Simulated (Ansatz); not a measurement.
Steps of a relaxation of C$_{3}$H$_{9}$BS$_{3}$ (`CSB(SC)SC`) with RKS PBE-D4/def2-SVP.

```sh
$ ansatz run in.yaml --threads 2 --pin off --events-out ev --progress --plain --max-ram 32768MiB --backend cpu
```

```yaml
crystal:
  periodic: [false, false, false]
  atoms:
    - {symbol: C, position_ang: [-0.782400, -2.406400, 0.179000]}
    - {symbol: S, position_ang: [-0.665800, -1.337100, -1.326000]}
    - {symbol: B, position_ang: [-0.029500, 0.178600, -0.422600]}
    - {symbol: S, position_ang: [1.931200, 0.348200, -0.099700]}
    - {symbol: C, position_ang: [2.200300, 1.106600, -1.723900]}
    - {symbol: S, position_ang: [-1.141500, 1.638600, -0.002400]}
    - {symbol: C, position_ang: [-1.371000, 1.138500, 1.737300]}
    - {symbol: H, position_ang: [-1.089500, -3.369300, -0.142000]}
    - {symbol: H, position_ang: [-1.613200, -1.931900, 0.872700]}
    - {symbol: H, position_ang: [0.137100, -2.417300, 0.735900]}
    - {symbol: H, position_ang: [3.274700, 1.324000, -1.760600]}
    - {symbol: H, position_ang: [1.928400, 0.438100, -2.515200]}
    - {symbol: H, position_ang: [1.594300, 2.097800, -1.813000]}
    - {symbol: H, position_ang: [-0.449700, 1.041200, 2.273800]}
    - {symbol: H, position_ang: [-1.990000, 1.909300, 2.246700]}
    - {symbol: H, position_ang: [-1.956300, 0.218600, 1.804100]}
basis:
  gaussian: {orbitals: def2-SVP}
hamiltonian: {xc: pbe, dispersion: d4}
relax: {f_tol: 0.03, max_steps: 200}
```

Positions (Å) and forces (eV/Å) along the path, 9 of 31 steps:

```xyz
16
step=1 energy=-36408.1723 eV
C    -0.782   -2.406    0.179   -1.772    2.822    1.114
S    -0.666   -1.337   -1.326    0.012    0.369    0.143
B    -0.029    0.179   -0.423    1.061    0.246   -0.117
S     1.931    0.348   -0.100   -1.610   -0.564    0.635
C     2.200    1.107   -1.724   -0.915    2.076    0.674
S    -1.141    1.639   -0.002    0.223   -0.319   -0.474
C    -1.371    1.139    1.737   -1.101    0.473   -0.115
H    -1.089   -3.369   -0.142   -0.383   -1.500   -0.481
H    -1.613   -1.932    0.873    1.261   -1.037   -1.059
H     0.137   -2.417    0.736    1.071   -0.214    0.469
H     3.275    1.324   -1.761    0.288    0.157   -0.123
H     1.928    0.438   -2.515   -0.278   -0.783   -1.042
H     1.594    2.098   -1.813    0.882   -1.198   -0.001
H    -0.450    1.041    2.274    1.219   -0.126    0.606
H    -1.990    1.909    2.247    0.186    0.115   -0.230
H    -1.956    0.219    1.804   -0.145   -0.517    0.002
16
step=14 energy=-36410.1610 eV
C    -0.482   -3.144   -0.504   -0.006   -0.246    0.165
S    -1.661   -1.763   -0.204    0.353    0.084   -0.033
B    -0.626   -0.289   -0.032   -0.378    0.238   -0.084
S     1.190   -0.387    0.191   -0.127    0.375   -0.251
C     1.764    1.071   -0.804   -0.106   -0.063   -0.061
S    -1.618    1.287   -0.129    0.371   -0.368    0.256
C    -0.966    2.213    1.335   -0.100   -0.135    0.009
H    -0.840   -3.738   -1.375    0.018    0.099    0.191
H    -0.454   -3.794    0.406    0.002    0.159   -0.329
H     0.539   -2.752   -0.707   -0.186   -0.012    0.025
H     2.824    1.247   -0.539   -0.004   -0.006    0.031
H     1.698    0.827   -1.892   -0.017    0.081    0.330
H     1.165    1.985   -0.591    0.105   -0.268   -0.038
H     0.141    2.243    1.339   -0.063    0.010    0.006
H    -1.370    3.245    1.280    0.037   -0.094   -0.017
H    -1.327    1.725    2.269    0.100    0.148   -0.198
16
step=16 energy=-36410.2051 eV
C    -0.485   -3.181   -0.540    0.077   -0.049    0.026
S    -1.644   -1.814   -0.147   -0.040   -0.078    0.029
B    -0.658   -0.317    0.016    0.188   -0.019   -0.115
S     1.161   -0.382    0.178    0.011   -0.095    0.027
C     1.759    1.086   -0.747   -0.092    0.043    0.000
S    -1.660    1.204   -0.049   -0.083    0.144    0.110
C    -0.945    2.244    1.293   -0.018   -0.055    0.054
H    -0.925   -3.779   -1.365    0.035    0.061    0.105
H    -0.355   -3.828    0.355   -0.017    0.100   -0.149
H     0.500   -2.770   -0.845   -0.099   -0.042    0.028
H     2.809    1.255   -0.443   -0.020    0.003    0.005
H     1.718    0.884   -1.835    0.005    0.015    0.063
H     1.153    1.984   -0.522    0.048   -0.033   -0.028
H     0.162    2.276    1.252   -0.071   -0.006    0.008
H    -1.349    3.267    1.159    0.023   -0.063    0.006
H    -1.262    1.850    2.283    0.052    0.073   -0.169
16
step=17 energy=-36410.2072 eV
C    -0.495   -3.177   -0.522   -0.119   -0.076   -0.041
S    -1.670   -1.829   -0.111    0.156    0.068   -0.017
B    -0.668   -0.324   -0.037    0.011   -0.126   -0.032
S     1.148   -0.437    0.032   -0.026    0.085    0.117
C     1.775    1.115   -0.715    0.071    0.005   -0.119
S    -1.673    1.199   -0.069   -0.056    0.078    0.006
C    -0.950    2.222    1.274    0.000   -0.039   -0.011
H    -1.013   -3.872   -1.212    0.025    0.019    0.017
H    -0.212   -3.730    0.395    0.023    0.041   -0.002
H     0.411   -2.762   -1.004   -0.009   -0.024    0.007
H     2.824    1.236   -0.382   -0.014   -0.032    0.004
H     1.756    1.009   -1.816    0.010    0.054    0.006
H     1.203    2.018   -0.432   -0.081   -0.105    0.043
H     0.155    2.203    1.272    0.011    0.014   -0.018
H    -1.305    3.258    1.121    0.013    0.011    0.011
H    -1.310    1.849    2.251   -0.017    0.026    0.031
16
step=18 energy=-36410.2037 eV rejected
C    -0.501   -3.187   -0.554    0.100   -0.063   -0.071
S    -1.658   -1.796   -0.268    0.049   -0.045    0.109
B    -0.647   -0.314   -0.047   -0.093   -0.099   -0.052
S     1.169   -0.414    0.104   -0.100   -0.116    0.000
C     1.758    1.122   -0.700    0.030    0.032    0.052
S    -1.683    1.195   -0.029    0.034    0.022   -0.091
C    -0.928    2.225    1.287    0.005    0.000    0.054
H    -1.058   -3.984   -1.085   -0.007    0.078    0.039
H    -0.142   -3.589    0.417   -0.004    0.050   -0.088
H     0.369   -2.871   -1.167   -0.072    0.028    0.088
H     2.776    1.325   -0.315   -0.038    0.034   -0.019
H     1.798    0.982   -1.796    0.006   -0.015    0.001
H     1.086    1.966   -0.468    0.052    0.074   -0.051
H     0.173    2.144    1.276    0.000    0.054    0.057
H    -1.233    3.276    1.113    0.030   -0.050   -0.016
H    -1.304    1.897    2.276    0.008    0.014   -0.013
16
step=22 energy=-36410.2256 eV
C    -0.496   -3.179   -0.562    0.079   -0.066   -0.016
S    -1.660   -1.829   -0.138   -0.026   -0.003    0.024
B    -0.666   -0.331   -0.013   -0.022    0.004   -0.027
S     1.150   -0.430    0.083    0.002   -0.015   -0.023
C     1.747    1.112   -0.713    0.043    0.078    0.023
S    -1.681    1.193   -0.019    0.017   -0.013    0.011
C    -0.916    2.227    1.294    0.002    0.040    0.018
H    -1.066   -3.941   -1.133    0.052    0.069    0.054
H    -0.091   -3.642    0.362   -0.038    0.041   -0.097
H     0.344   -2.788   -1.173   -0.079   -0.043    0.051
H     2.704    1.394   -0.228   -0.082   -0.001   -0.047
H     1.923    0.922   -1.791   -0.002    0.001    0.075
H     1.011    1.932   -0.607    0.047   -0.058   -0.031
H     0.181    2.095    1.334   -0.028    0.005    0.009
H    -1.157    3.286    1.072    0.018   -0.049    0.006
H    -1.349    1.955    2.277    0.014    0.010   -0.031
16
step=26 energy=-36410.2581 eV
C    -0.531   -3.207   -0.580   -0.027    0.013   -0.117
S    -1.687   -1.852   -0.152    0.117    0.024    0.156
B    -0.667   -0.361   -0.014   -0.131   -0.081   -0.004
S     1.143   -0.469   -0.076    0.061   -0.103   -0.010
C     1.701    1.159   -0.703    0.010    0.074    0.057
S    -1.684    1.151    0.105   -0.072    0.031   -0.150
C    -0.826    2.226    1.312    0.024    0.025    0.088
H    -1.141   -4.016   -1.023    0.017   -0.012   -0.007
H    -0.018   -3.595    0.321   -0.017    0.044    0.030
H     0.225   -2.860   -1.310    0.005   -0.001   -0.005
H     2.277    1.698    0.074   -0.024    0.015   -0.002
H     2.360    0.982   -1.574   -0.018   -0.032    0.008
H     0.826    1.760   -1.016    0.009    0.009   -0.027
H     0.264    2.044    1.330    0.001   -0.004   -0.001
H    -1.023    3.277    1.028    0.020    0.002   -0.006
H    -1.241    2.043    2.322    0.025   -0.006   -0.008
16
step=28 energy=-36410.2721 eV
C    -0.537   -3.200   -0.588    0.012    0.006   -0.003
S    -1.676   -1.868   -0.051    0.025    0.025    0.004
B    -0.671   -0.366    0.007   -0.020   -0.042   -0.001
S     1.140   -0.479   -0.075   -0.001    0.014   -0.025
C     1.693    1.159   -0.689    0.042    0.033   -0.019
S    -1.678    1.159    0.073    0.000   -0.003   -0.007
C    -0.816    2.222    1.297    0.004    0.007    0.016
H    -1.162   -4.013   -1.004    0.010    0.011    0.010
H     0.041   -3.589    0.273   -0.008    0.008   -0.019
H     0.163   -2.826   -1.360   -0.016   -0.011    0.014
H     2.193    1.736    0.117   -0.047   -0.034   -0.070
H     2.422    0.978   -1.506   -0.055    0.011    0.079
H     0.825    1.724   -1.086    0.059   -0.027    0.025
H     0.274    2.040    1.306   -0.011    0.001    0.000
H    -1.011    3.277    1.027    0.002   -0.001   -0.001
H    -1.225    2.024    2.306    0.003    0.000   -0.004
16
step=31 energy=-36410.2739 eV
C    -0.543   -3.198   -0.590    0.018   -0.001    0.002
S    -1.677   -1.866   -0.045   -0.013    0.004    0.002
B    -0.672   -0.367    0.001    0.001   -0.008   -0.003
S     1.137   -0.486   -0.109   -0.003   -0.009   -0.003
C     1.697    1.159   -0.689    0.005    0.009    0.003
S    -1.677    1.159    0.075    0.002    0.002   -0.001
C    -0.814    2.220    1.301   -0.009    0.000   -0.002
H    -1.173   -4.035   -0.949    0.006    0.012    0.007
H     0.081   -3.549    0.255   -0.004    0.002   -0.015
H     0.114   -2.841   -1.406   -0.009   -0.008    0.008
H     2.135    1.748    0.141   -0.001    0.001   -0.008
H     2.478    0.987   -1.453   -0.005    0.000    0.005
H     0.849    1.710   -1.139    0.003   -0.002    0.005
H     0.276    2.046    1.302    0.006   -0.002   -0.001
H    -1.018    3.276    1.037    0.000   -0.001    0.001
H    -1.215    2.013    2.311    0.000    0.000    0.000
```

Run time 2.1 min (2 threads of an AMD EPYC 7R13 on a shared host); peak host memory 0.27 GiB.
